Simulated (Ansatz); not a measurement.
C2H4OSi (`C1=C[SiH2]O1`), relaxed with RKS PBE-D4/def2-SVP in Ansatz 0.2.0 from a rough embedded geometry. The force threshold is 0.03 eV/Å; the program also tests the step.

The species carries charge 0 and has multiplicity 1.

Start:

```xyz
8

C     0.599    0.414    0.878
C     0.565   -0.700    0.180
Si   -0.784    0.091   -0.711
O    -0.278    1.152    0.362
H     1.310    0.644    1.768
H     1.132   -1.638    0.174
H    -0.439    0.522   -2.135
H    -2.105   -0.486   -0.517
```

```tsv
step	energy (eV)	largest force (eV/Å)	largest move (Å)
1	-12047.0431	7.984	0.000
2	-12048.1217	3.697	0.118
3	-12048.4171	0.692	0.075
4 (rejected)	-12048.4053	0.646	0.094
5	-12048.4400	0.296	0.036
6	-12048.4436	0.059	0.016
7	-12048.4437	0.019	0.005
```

End:

```xyz
8

C     0.643    0.358    0.888
C     0.619   -0.797    0.162
Si   -0.751    0.043   -0.756
O    -0.308    1.262    0.447
H     1.271    0.686    1.738
H     1.239   -1.694    0.262
H    -0.539    0.547   -2.153
H    -2.173   -0.406   -0.588
```

It took 10 s on 2 threads of an Arm Neoverse V1 on a shared host, with 0.14 GiB of host memory at the peak.
